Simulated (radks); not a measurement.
Values are calculated unless marked as measured or tabulated.
Ionisation of the argon ion Ar+, [Ne] 3s2 3p5, to Ar2+, [Ne] 3s2 3p4, under several functionals. Non-relativistic Kohn-Sham, spin-polarised, spherical densities, point nucleus; open shells are filled with parallel spins first; a radial shooting solver on a logarithmic mesh with Libxc functionals.

functional                               E(Ar+) (hartree)  Exc (hartree)  IE (eV)  -e(HOMO) (eV)  <r> HOMO (bohr)  IE error (eV)
r2SCAN                                         -526.92343      -30.46423   27.794         21.818            1.562         +0.164
LDA (Slater exchange, VWN5 correlation)        -525.36044      -28.84282   27.887         21.713            1.562         +0.258
BP86                                           -527.01463      -30.54603   27.825         21.671            1.559         +0.196
BLYP                                           -526.97490      -30.50127   27.586         21.432            1.566         -0.043
revTPSS                                        -526.79376      -30.31745   27.709         21.625            1.562         +0.079
AM05                                           -525.49736      -28.98713   27.666         21.517            1.561         +0.036
PBE                                            -526.76506      -30.28986   27.702         21.567            1.562         +0.072
exchange-only B88                              -526.25842      -29.77146   26.452         20.399            1.571         -1.178
TPSS                                           -526.98413      -30.51882   27.747         21.655            1.561         +0.117

NIST Atomic Spectra Database: 27.630 eV (measured). Closest: AM05. The Delta-SCF values span 1.44 eV, the total energies 1.65 hartree. The highest occupied level is 3p. Open shells are spherical and high-spin; term and fine-structure splittings are not resolved.
